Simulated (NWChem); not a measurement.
GeH₂, singlet; SMILES [GeH2]

```xyz
3

Ge     0.0000     0.0000     0.0363
H      0.0000    -1.1364    -1.0862
H      0.0000     1.1364    -1.0862
```
Atoms are numbered in this order, from 1.

Results from NWChem. Pople sets run with spherical d functions. Low-valent species are run as closed-shell singlets; no triplet was tried in these runs. Coordinates come from a PBE0/def2-SVP optimisation. GIAO values for the isolated, static molecule; σ is the absolute isotropic shielding, δ = σ(reference) − σ with the isolated reference molecule computed at the same levels (1H: tetramethylsilane).

| level | σ Ge1 (ppm) | δ H2 (ppm) |
|---|---|---|
| B3LYP/6-311G** | ? | 14.09 |
| KT2/pcSseg-1 | -550.0 | 14.28 |
| PBE/pcSseg-1 | -631.2 | 14.11 |

Some entries are withheld; supply them.


- B3LYP/6-311G**, σ Ge1 (ppm): -531.7
